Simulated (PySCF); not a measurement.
**Ionisation energy of Sn²⁺ by level of theory**

Sn²⁺ [Kr] 4d10 5s2 (1S) → Sn³⁺ [Kr] 4d10 5s1 (2S), as a difference of total energies. All numbers are calculated (PySCF 2.14, scalar relativity by spin-free X2C-1e, in aug-cc-pwCVTZ-DK3 (10s9p7d4f1g, 109 functions)). Correlated levels: valence: [Kr] 4d10 frozen. The calculations carry no spin-orbit coupling.

Order these methods by the ionisation energy they give, lowest first.
A. CCSD (valence)
B. SCS-MP2 (valence)
C. MP2 (valence)
D. UHF

D (28.520 eV), C (29.215 eV), B (29.354 eV), A (29.460 eV).

Errors of the correlated levels include the incompleteness of this basis and the frozen core.

With two correlated electrons CCSD is exact in that space.

For comparison: 30.506 eV (measured; NIST Atomic Spectra Database, ionization energies).
